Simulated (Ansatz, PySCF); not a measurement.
Donor–acceptor adduct: BH3 (SMILES B) (first 4 atoms) with H2S (SMILES S); geometry from B3LYP-D3(BJ)/def2-TZVP, rigid monomers moved along the line of their centres of mass till B1···S5 is 1.83 Å.
(charge 0, multiplicity 1):
```xyz
7

B     -0.44935    -0.32521     0.66950
H      0.40568    -0.88714     0.03847
H     -1.24784    -1.05693     1.19111
H     -0.87943     0.69036     0.20214
S      0.52156     0.16811     2.13511
H     -0.30700     1.01066     2.78006
H      1.28572     1.17412     1.66998
```

Counterpoise-corrected where a basis set is named; no monomer relaxation. Rows marked so take none.

Cores are frozen in the correlated methods. CBS: X⁻³ extrapolation of the correlation energy, Hartree–Fock from the larger set. Rows in 6-31G* carry no dispersion term and start afresh at each structure (6-31G* with six Cartesian d functions).

Programs: Ansatz (Gaussian orbitals); PySCF for 6-31G* rows. 

Question: Give the interaction energy at the level CCSD/aug-cc-pV(D+d)Z.

Answer: -442 meV

Question: Predict the interaction energy from M06-2X/6-31G* (no counterpoise).

Answer: -746 meV

Question: Give the interaction energy at the level CCSD(T)/CBS(aug-cc-pV(D+d)Z, aug-cc-pV(T+d)Z).

Answer: -780 meV

Ansatz is a first-principles code.
